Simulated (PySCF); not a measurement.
CCl4 (SMILES ClC(Cl)(Cl)Cl), singlet, geometry from GFN2-xTB; TPSS/6-31G (PySCF).

The PySCF input:
```python
from pyscf import gto, scf, dft

mol = gto.M(
    atom='''
C     0.00000000   -0.00000000    0.00000000
Cl    1.00088777    1.00971528    1.05264163
Cl   -1.03919169   -1.03455449    0.98951166
Cl   -1.00311144    1.03279645   -1.02783977
Cl    1.04141537   -1.00795724   -1.01431351
''',
    basis='6-31g',
    verbose=4,
)

mf = dft.RKS(mol)
mf.xc = 'tpss'
mf.grids.atom_grid = (30, 110)
mf.kernel()
```

Q: What does PySCF print? Leave out banner, timings and long lists.

A: 
```
PySCF version 2.14.0

[INPUT] verbose = 4
[INPUT] num. atoms = 5
[INPUT] num. electrons = 74
[INPUT] charge = 0
[INPUT] spin (= nelec alpha-beta = 2S) = 0
[INPUT] symmetry False subgroup None
[INPUT] Mole.unit = angstrom
[INPUT] Symbol           X                Y                Z      unit          X                Y                Z       unit  Magmom
[INPUT]  1 C      0.000000000000   0.000000000000   0.000000000000 AA    0.000000000000   0.000000000000   0.000000000000 Bohr   0.0
[INPUT]  2 Cl     1.000887770000   1.009715280000   1.052641630000 AA    1.891403766727   1.908085342989   1.989204388016 Bohr   0.0
[INPUT]  3 Cl    -1.039191690000  -1.034554490000   0.989511660000 AA   -1.963787685024  -1.955024647039   1.869906034464 Bohr   0.0
[INPUT]  4 Cl    -1.003111440000   1.032796450000  -1.027839770000 AA   -1.895605894018   1.951702432923  -1.942335665236 Bohr   0.0
[INPUT]  5 Cl     1.041415370000  -1.007957240000  -1.014313510000 AA    1.967989831213  -1.904763128872  -1.916774738346 Bohr   0.0

nuclear repulsion = 439.691237002111
number of shells = 33
number of NR pGTOs = 206
number of NR cGTOs = 61
basis = 6-31g
ecp = {}

******** <class 'pyscf.dft.rks.RKS'> ********
method = RKS
initial guess = minao
damping factor = 0
level_shift factor = 0
DIIS = <class 'pyscf.scf.diis.CDIIS'>
diis_start_cycle = 1
diis_space = 8
diis_damp = 0
SCF conv_tol = 1e-09
SCF conv_tol_grad = None
SCF max_cycles = 50
direct_scf = True
direct_scf_tol = 1e-13
XC library pyscf.dft.libxc version 7.1.2
    S. Lehtola, C. Steigemann, M. J. T. Oliveira, and M. A. L. Marques,  SoftwareX 7, 1–5 (2018)
XC functionals = tpss
    J. Tao, J. P. Perdew, V. N. Staroverov, and G. E. Scuseria,  Phys. Rev. Lett. 91, 146401 (2003)
    J. P. Perdew, J. Tao, V. N. Staroverov, and G. E. Scuseria,  J. Chem. Phys. 120, 6898 (2004)
    J. Tao, J. P. Perdew, V. N. Staroverov, and G. E. Scuseria,  Phys. Rev. Lett. 91, 146401 (2003)
    J. P. Perdew, J. Tao, V. N. Staroverov, and G. E. Scuseria,  J. Chem. Phys. 120, 6898 (2004)
radial grids:
    Treutler-Ahlrichs [JCP 102, 346 (1995); DOI:10.1063/1.469408] (M4) radial grids

becke partition: Becke, JCP 88, 2547 (1988); DOI:10.1063/1.454033
pruning grids: <function nwchem_prune>
grids dens level: 3
symmetrized grids: False
atomic radii adjust function: <function treutler_atomic_radii_adjust>
User specified grid scheme (30, 110)
small_rho_cutoff = 0
Set gradient conv threshold to 3.16228e-05
Initial guess from minao.
tot grids = 12144
init E= -1879.46128135773
  HOMO = -0.316063529737954  LUMO = -0.0701341751867672  gap/eV = 6.69208
cycle= 1 E= -1878.67093612353  delta_E= 0.79  |g|= 0.651  |ddm|= 2.86
  HOMO = -0.293159646533571  LUMO = -0.161638850549335  gap/eV = 3.57886
cycle= 2 E= -1878.06542357102  delta_E= 0.606  |g|= 1.71  |ddm|= 2.34
  HOMO = -0.286856553945279  LUMO = -0.0939801091519104  gap/eV = 5.24844
cycle= 3 E= -1878.79802660208  delta_E= -0.733  |g|= 0.0809  |ddm|= 1.52
  HOMO = -0.296268750243812  LUMO = -0.100191359170543  gap/eV = 5.33554
cycle= 4 E= -1878.79975996922  delta_E= -0.00173  |g|= 0.0197  |ddm|= 0.129
  HOMO = -0.292892486592486  LUMO = -0.0963180970956603  gap/eV = 5.34906
cycle= 5 E= -1878.79988146523  delta_E= -0.000121  |g|= 0.00104  |ddm|= 0.033
  HOMO = -0.293046061350388  LUMO = -0.0964221208190477  gap/eV = 5.35041
cycle= 6 E= -1878.79988173818  delta_E= -2.73e-07  |g|= 0.000309  |ddm|= 0.00187
  HOMO = -0.293046509662187  LUMO = -0.0964102561084375  gap/eV = 5.35075
cycle= 7 E= -1878.79988176632  delta_E= -2.81e-08  |g|= 1.86e-05  |ddm|= 0.000428
  HOMO = -0.293046103038718  LUMO = -0.0964088122048627  gap/eV = 5.35077
cycle= 8 E= -1878.79988176641  delta_E= -9.05e-11  |g|= 9.94e-07  |ddm|= 1.62e-05
  HOMO = -0.293046265917321  LUMO = -0.0964087768829438  gap/eV = 5.35078
Extra cycle  E= -1878.79988176641  delta_E= -2.73e-12  |g|= 1.59e-06  |ddm|= 4.45e-06
converged SCF energy = -1878.79988176641
```
